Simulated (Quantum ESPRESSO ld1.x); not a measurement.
Results of a calculation; reference values are marked as such.
Cs X, configuration [Kr] 4d10.

Level of theory: Dirac Kohn-Sham, PW91, spin-unpolarised, spherical densities, point nucleus (ld1.x of Quantum ESPRESSO 7.5).

Energy parts (eV):
total: -211460
kinetic: 225218
electron-nucleus: -508217
Hartree: 76704
exchange-correlation: -5165

Orbitals (lengths in bohr, moments of r in powers of bohr; r(max) is where P^2 peaks):
| orbital | occ. | eigenvalue (eV) | <1/r> | r(max) | <r^4> | small-component weight |
|---|---|---|---|---|---|---|
| 1s1/2 | 2 | -35907.661 | 59.41 | 0.017 | 2.245e-06 | 4.12e-02 |
| 2s1/2 | 2 | -5739.422 | 13.92 | 0.095 | 0.0003766 | 8.87e-03 |
| 2p1/2 | 2 | -5407.641 | 13.90 | 0.073 | 0.0002390 | 8.90e-03 |
| 2p3/2 | 4 | -5055.126 | 12.73 | 0.078 | 0.0002911 | 8.42e-03 |
| 3s1/2 | 2 | -1294.514 | 4.992 | 0.272 | 0.01581 | 2.66e-03 |
| 3p1/2 | 2 | -1155.876 | 4.903 | 0.259 | 0.01492 | 2.61e-03 |
| 3p3/2 | 4 | -1088.263 | 4.614 | 0.270 | 0.01734 | 2.47e-03 |
| 3d3/2 | 4 | -844.580 | 4.473 | 0.219 | 0.01374 | 2.36e-03 |
| 3d5/2 | 6 | -830.219 | 4.399 | 0.222 | 0.01440 | 2.32e-03 |
| 4s1/2 | 2 | -345.312 | 2.047 | 0.639 | 0.4204 | 7.99e-04 |
| 4p1/2 | 2 | -295.279 | 1.944 | 0.655 | 0.5007 | 7.38e-04 |
| 4p3/2 | 4 | -281.231 | 1.852 | 0.676 | 0.5761 | 6.97e-04 |
| 4d3/2 | 4 | -199.264 | 1.638 | 0.709 | 0.9002 | 5.67e-04 |
| 4d5/2 | 6 | -196.853 | 1.616 | 0.721 | 0.9385 | 5.57e-04 |
| 5s1/2 | 0 | -134.089 | 0.9068 | 1.41 | 8.230 | 2.35e-04 |
| 5p1/2 | 0 | -117.882 | 0.8446 | 1.50 | 10.77 | 2.11e-04 |
| 5p3/2 | 0 | -114.681 | 0.8183 | 1.55 | 11.90 | 2.04e-04 |

The highest occupied level is 4d5/2 at -196.85 eV. For comparison, the ionisation energy in NIST's Atomic Spectra Database is 213 eV (measured). In exact Kohn-Sham theory the highest level is minus the ionisation energy, but local and semilocal functionals leave it too shallow, through self-interaction and a potential that decays too fast; potentials with the right tail come closer.
